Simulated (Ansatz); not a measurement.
# Computed against measured: atomisation enthalpy at 298 K

8 molecules without hydrogen; the atomisation enthalpy at 298 K in kJ/mol, computed less measured. Shapes, held fixed at every level: PBE0-D4/def2-TZVP. Thermal terms are harmonic and unscaled (PBE0-D4/def2-TZVP); the spin-orbit lowering of the free atoms is taken from their spectra. Programs: Ansatz 0.2.0. Measured values: Active Thermochemical Tables, NIST-JANAF tables.

Levels: A = HF/def2-SVP; B = wB97X-V/def2-TZVPP; C = CCSDT(Q)/STO-3G; D = CCSD(T)/def2-TZVPP; E = CCSD/def2-TZVPP.

```tsv
molecule	from tabulated heats	A	B	C	D	E
CO (carbon monoxide)	1077	-349	-9	-198	-34	-65
ICl (iodine monochloride)	211	-185	-17	-56	-35	-51
CS2 (carbon disulfide)	1154	-489	-6	-57	-50	-112
NOF (nitrosyl fluoride)	867	-655	+34	-428	-38	-99
SiO2 (silicon dioxide molecule)	1254	-684	-45	-539	-88	-141
BCl3 (SMILES ClB(Cl)Cl)	1337	-307	+7	-70	-47	-84
BClF2 (chlorodifluoroborane)	1736	-390	-2	-195	-47	-80
SOF2 (thionyl fluoride)	1229	-773	+42	-1022	-40	-96
```

Question: Sum up the errors.

Answer: 
| level | kind | mean error | mean absolute error | worst case |
| --- | --- | --- | --- | --- |
| HF/def2-SVP | Hartree–Fock | -479.0 | 479.0 | SOF2 |
| wB97X-V/def2-TZVPP | range-separated hybrid | +0.5 | 20.2 | SiO2 |
| CCSDT(Q)/STO-3G | coupled cluster or CI | -320.6 | 320.6 | SOF2 |
| CCSD(T)/def2-TZVPP | coupled cluster or CI | -47.4 | 47.4 | SiO2 |
| CCSD/def2-TZVPP | coupled cluster or CI | -91.0 | 91.0 | SiO2 |

On this set wB97X-V/def2-TZVPP has the smallest mean absolute error and HF/def2-SVP the largest. HF/def2-SVP is too low in 8 of 8; CCSDT(Q)/STO-3G is too low in 8 of 8; CCSD(T)/def2-TZVPP is too low in 8 of 8; CCSD/def2-TZVPP is too low in 8 of 8. The molecules' own spin-orbit binding is left out, so errors for heavy halides read too negative. The tabulated values of NOF, SiO2, BCl3, BClF2, SOF2 are in doubt (older tables, estimates, or at odds with other calculations) and kept here. Over the 3 molecules whose values aren't doubted the mean absolute errors are A 341.0; B 10.7; C 103.7; D 39.7; E 76.0. Hartree–Fock lacks correlation and underbinds. Rows in very small basis sets show the basis more than the method. Correlated wave functions converge slowly with the basis. CCSD also lacks the triples, which bind further. T1 is large for NOF (0.027), SiO2 (0.038), SOF2 (0.022), so single-reference values are less sure there. For atoms past krypton def2 sets carry core potentials with scalar relativity. All-electron rows are non-relativistic unless named. Outer-core shells of I are correlated in most correlated rows, in sets that cover them unevenly. The set is small.
